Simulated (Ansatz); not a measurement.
`C[N](C)[Y]([Cl])[Cl]`, relaxed with RKS PBE0-D4/def2-TZVP in Ansatz 0.2.0 from a GFN2-xTB geometry. The force threshold is 0.005 eV/Å; the program also tests the step.

The species carries charge 0 and has multiplicity 1. Y: def2 effective core potential.

Start:

```xyz
12

C     1.180    0.118    0.297
N     0.117    0.247   -0.694
C    -0.381   -1.080   -1.035
Y    -1.328    1.614   -0.019
Cl   -2.340    0.191    1.620
Cl   -0.152    2.992    1.568
H     1.925   -0.600   -0.065
H     0.795   -0.259    1.266
H     1.677    1.083    0.452
H    -1.132   -1.018   -1.827
H    -0.813   -1.597   -0.161
H     0.453   -1.692   -1.402
```

Q: How much energy does the relaxation release, and in how many steps? (Best estimate.)

A: The calculation gave: 78.26 kJ/mol, in 18 steps, 1 of them rejected.

Q: Which bonds change most? (An estimate is asked.)

A: Computed: Y4–Cl5 from 2.395 to 2.471 Å; Y4–Cl6 from 2.408 to 2.471 Å.

Q: Give the relaxed structure. (Estimate.)

A: Ansatz gave: 
```xyz
12

C     1.466    0.013    0.167
N     0.033   -0.038   -0.016
C    -0.384   -1.254   -0.676
Y    -1.282    1.470    0.604
Cl   -3.677    1.076    0.141
Cl   -0.248    3.425    1.707
H     2.001   -0.030   -0.793
H     1.829   -0.826    0.779
H     1.765    0.940    0.669
H    -1.471   -1.277   -0.807
H    -0.102   -2.148   -0.102
H     0.070   -1.352   -1.673
```
